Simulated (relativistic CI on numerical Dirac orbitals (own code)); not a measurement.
Calculated at this level of theory: Dirac-Coulomb-Breit CI, separate exchange-only KLI orbitals for each configuration, model QED, valence Slater integrals scaled by 0.9, configuration energies shifted to the measured levels that pair with them (semi-empirical) (own radial code, finite nucleus).

Configuration list (outside the closed core [Ne]): 3s2 3p5, 3s 3p6, 3s2 3p4 3d, 3s2 3p4 4s, 3s2 3p4 4d, 3s2 3p3 3d2, 3s 3p5 3d, 3p5 3d2, 3p6 3d, 3s2 3p4 4p, 3s 3p4 3d2, 3s2 3p4 4f, 3s2 3p4 5s, 3s 3p5 4s, 3s2 3p4 5p, 3s2 3p4 5d, 3s 3p5 4p, 3s2 3p3 3d 4s, 3s2 3p4 5f, 3s2 3p4 5g, 3s 3p5 4d, 3s2 3p3 3d 4p, 3s 3p5 4f, 3s 3p5 5s, 3s 3p5 5p, 3s 3p5 5d, 3p6 4s, 3s 3p5 5f, 3s 3p5 5g, 3s 3p4 3d 4s. Levels of other configurations are missing.

Configurations whose levels could be paired with our table of measured levels were shifted onto them, all but the ground configuration, by the median error of their levels; single terms can still be off by 1,000 to 2,000 cm⁻¹ or more, and rates follow the energies as ν³ (E1, M1) or ν⁵ (E2). The others borrow a shift and can be off by several thousand cm⁻¹ or more. 16 of the 20 excited levels that our extract of the measured tables holds in this range could be paired (the sources list more); they are missed by 1412 cm⁻¹ on average and 6908 at most, after the shifts were fitted to these levels, and levels without a partner can miss by more.

Outline of the computed level scheme of V VII. Lowest level of each configuration: 3s2 3p5 2P°_3/2 at 0.0000 eV; 3s 3p6 2S_1/2 at 27.1786 eV; 3s2 3p4 3d 4D_7/2 at 50.4877 eV; 3s 3p5 3d 4P°_1/2 at 74.4607 eV; 3s2 3p4 4s 4P_5/2 at 75.3302 eV; 3s2 3p3 3d2 6F°_1/2 at 75.6330 eV.

Some strong electric-dipole decays among the lowest 45 levels: 3s2 3p4 3d 2D_5/2 → 3s2 3p5 2P°_3/2 (3.0e+11 s⁻¹); 3s2 3p4 3d 2D_3/2 → 3s2 3p5 2P°_1/2 (2.8e+11 s⁻¹); 3s2 3p4 3d 2P_3/2 → 3s2 3p5 2P°_3/2 (2.5e+11 s⁻¹); 3s2 3p4 3d 2P_1/2 → 3s2 3p5 2P°_1/2 (1.7e+11 s⁻¹); 3s2 3p4 3d 2S_1/2 → 3s2 3p5 2P°_3/2 (1.3e+11 s⁻¹); 3s2 3p4 3d 2P_1/2 → 3s2 3p5 2P°_3/2 (8.1e+10 s⁻¹); 3s2 3p4 3d 2S_1/2 → 3s2 3p5 2P°_1/2 (5.3e+10 s⁻¹); 3s2 3p4 4s 2P_3/2 → 3s2 3p5 2P°_3/2 (2.4e+10 s⁻¹).
